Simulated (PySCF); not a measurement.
C5H7N2Si (doublet state).
Numbering: `[SiH3:1][CH:2][c:3]1[cH:4][n:5][cH:6][n:7][cH:8]1` (hydrogens: H9, H10, H11 on Si1; H12 on C2; H13 on C4; H14 on C6; H15 on C8)

Structure used (GFN2-xTB), in Å, numbered top down from 1:
```
atom  x, y, z in Å
Si1   -2.6199   -0.1460   -0.3390
C2    -1.0658   -0.6586    0.5618
C3     0.2193   -0.2143    0.2798
C4     0.5595    0.5641   -0.8617
N5     1.7685    1.0148   -1.0850
C6     2.7224    0.6686   -0.2304
N7     2.5530   -0.0836    0.8490
C8     1.3379   -0.4916    1.1178
H9    -2.7513    1.3144   -0.3326
H10   -2.5711   -0.6164   -1.7287
H11   -3.7462   -0.7608    0.3621
H12   -1.1502   -1.3545    1.3869
H13   -0.1886    0.7886   -1.6111
H14    3.7220    1.0259   -0.4324
H15    1.2061   -1.0424    2.0416
```

The hyperfine couplings belong to this conformer and change with its torsions.

Method used: UKS B3LYP, pcH-1 on C H N Si, non-relativistic, mean-field spin-orbit, GIAO in PySCF. The structure is a single GFN2-xTB conformer in the gas phase; no vibrational or solvent corrections. Couplings are sensitive to structure, and on GFN2-xTB geometries they can be far from those on DFT ones. The SCF solution wasn't tested for stability. ⟨S²⟩ is 0.775 where a pure state has 0.75.

Task: Break the g tensor into its mass correction, gauge correction and orbital-Zeeman/spin–orbit terms.

Result: 
```json
{"Δg (ppm)": "relativistic mass correction", "1": "-126", "2": "-126", "3": "-126"}
{"Δg (ppm)": "gauge correction", "1": "-1", "2": "32", "3": "25"}
{"Δg (ppm)": "orbital Zeeman/spin–orbit", "1": "-43", "2": "180", "3": "289"}
{"Δg (ppm)": "total", "1": "-170", "2": "85", "3": "188"}
```

So g = 2.00215, 2.00240, 2.00251 and g_iso = 2.00235; the tensor is rhombic: the two nearest values differ by 29 % of g3 − g1. Axes: g2 points within 2° of the C2–C3 bond.

Task: Average each term over the three axes. Which is largest in size?

Result: The orbital-Zeeman/spin–orbit term 142, the mass correction -126 and the gauge correction 19 ppm, for a total of 34 ppm. The orbital-Zeeman/spin–orbit term is the largest in size. The mass correction is the same along every axis, so the anisotropy comes from the other two: their spans along these axes are 33 (gauge) and 332 ppm (orbital Zeeman/spin–orbit).

Task: What effective moment and Curie constant follow for a powder?

Result: With the mean of g² = 4.0094 and S(S+1) = 0.75: μ_eff = √(⟨g²⟩S(S+1)) = 1.734 μB and χT = 0.12505·⟨g²⟩·S(S+1) = 0.376 cm³ K/mol (cgs; spin-Hamiltonian part alone).

Task: In a frozen sample, at which fields do the three g values resonate at 9.5, 34, 94 and 263 GHz (hyperfine left aside), and which band first spreads them over more than twice a line width of 0.3 mT?

Result: 
```csv
band,GHz,B(g3) mT,B(g2) mT,B(g1) mT,spread mT
X,9.5,338.95,338.97,339.01,0.06
Q,34.0,1213.09,1213.15,1213.31,0.22
W,94.0,3353.84,3354.01,3354.44,0.60
J,263.0,9383.62,9384.09,9385.29,1.68
```

The spread grows in proportion to the frequency. J band is the first where it exceeds 0.6 mT.

Largest spin populations (Mulliken): C2 (+0.75), C6 (+0.24), C4 (+0.23) and C8 (+0.22). Four atoms exceed +0.15. The positive populations add up to 1.48 and the negative ones to -0.48, together 2S = 1. The angles at C2 add up to 360.0°, so it is planar; its axial dipolar tensor and the negative coupling of its proton fit spin in a p orbital normal to that plane.

The HOMO–LUMO gaps are 4.46 eV among the α and 3.64 eV among the β orbitals.
